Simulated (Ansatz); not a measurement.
Se₅⁺, relaxed as a doublet with UKS r2SCAN-D4/def2-SVP in Ansatz, starting from the GFN2-xTB geometry. Force threshold 0.02 eV/Å.

The charge 1 doublet is spin-contaminated (final ⟨S²⟩ up to 0.86, 0.75 for a pure state). The relaxation made no stability test and no search for a lower SCF solution. Another isomer (doublet) lies 1.12 eV lower at PBE0-D4/def2-TZVP; other spin states weren't run for this one.

Start:

```xyz
5

Se   -0.682    0.507   -1.108
Se    3.012    0.242   -1.650
Se   -1.467   -0.711    2.376
Se    1.476   -0.152   -0.188
Se   -2.338    0.113    0.570
```

```json
{"step": "1", "energy (eV)": "-326701.1854", "largest force component (eV/Å)": "0.506", "SCF passes": "24"}
{"step": "2 (rejected)", "energy (eV)": "-326701.1191", "largest force component (eV/Å)": "0.831", "SCF passes": "34"}
{"step": "3", "energy (eV)": "-326701.2251", "largest force component (eV/Å)": "0.100", "SCF passes": "27"}
{"step": "4", "energy (eV)": "-326701.2303", "largest force component (eV/Å)": "0.148", "SCF passes": "28"}
{"step": "5", "energy (eV)": "-326701.2368", "largest force component (eV/Å)": "0.071", "SCF passes": "26"}
{"step": "6", "energy (eV)": "-326701.2398", "largest force component (eV/Å)": "0.077", "SCF passes": "27"}
{"step": "7", "energy (eV)": "-326701.2412", "largest force component (eV/Å)": "0.062", "SCF passes": "27"}
{"step": "8", "energy (eV)": "-326701.2413", "largest force component (eV/Å)": "0.058", "SCF passes": "28"}
{"step": "9", "energy (eV)": "-326701.2419", "largest force component (eV/Å)": "0.005", "SCF passes": "29"}
```

Force components are those of the run's own axes.

End:

```xyz
5

Se   -0.717    0.563   -1.208
Se    2.937    0.182   -1.521
Se   -1.246   -0.710    2.290
Se    1.302   -0.132   -0.107
Se   -2.275    0.098    0.545
```

By distances, no bond broke or formed. The bond that changes most is Se1–Se4, from 2.44 to 2.40 Å (atoms count from 1).

No frequencies were taken in this run, so the end may be a saddle point.

Run time 40 s (4 threads of AMD EPYC 7B13 on a shared host).
